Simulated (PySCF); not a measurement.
# Polarisability and C₆ of O²⁺ (oxygen, charge +2)

[He] 2s2 2p2, high-spin 3P determinant. All numbers are calculated (PySCF 2.14, no relativity, point nucleus, in aug-cc-pwCVQZ (9s8p6d4f2g, 109 functions)). Coupled (time-dependent) response in atomic units; α is the mean over directions.

```
method  mean α (bohr³)         α xx, yy, zz  C₆ (like pair)  S(−4)
   UHF           1.803  1.922, 1.744, 1.744           2.359  3.682
   PBE           1.747  1.865, 1.688, 1.688           2.339  2.828
  PBE0           1.746  1.866, 1.686, 1.686           2.325  2.907
  TPSS           1.770  1.886, 1.712, 1.712           2.394  2.907
revPBE           1.752  1.868, 1.693, 1.693           2.350  2.832
```

S(−4) is the Cauchy moment in α(ω) = α(0) + S(−4) ω² + …

α(iu) at UHF:

```json
{"u (hartree)": "0", "α(iu) (bohr³)": "1.803"}
{"u (hartree)": "0.0500", "α(iu) (bohr³)": "1.794"}
{"u (hartree)": "0.100", "α(iu) (bohr³)": "1.768"}
{"u (hartree)": "0.200", "α(iu) (bohr³)": "1.676"}
{"u (hartree)": "0.300", "α(iu) (bohr³)": "1.556"}
{"u (hartree)": "0.500", "α(iu) (bohr³)": "1.306"}
{"u (hartree)": "0.750", "α(iu) (bohr³)": "1.048"}
{"u (hartree)": "1.00", "α(iu) (bohr³)": "0.8558"}
{"u (hartree)": "1.50", "α(iu) (bohr³)": "0.5991"}
{"u (hartree)": "2.00", "α(iu) (bohr³)": "0.4401"}
{"u (hartree)": "3.00", "α(iu) (bohr³)": "0.2628"}
{"u (hartree)": "5.00", "α(iu) (bohr³)": "0.1222"}
```

For an ion, C₆ is the dispersion term alone; charge-induced terms of lower order in 1/R come first.

The components differ because the open shell of this determinant is not spherical; for a pure term their mean is the scalar polarisability.
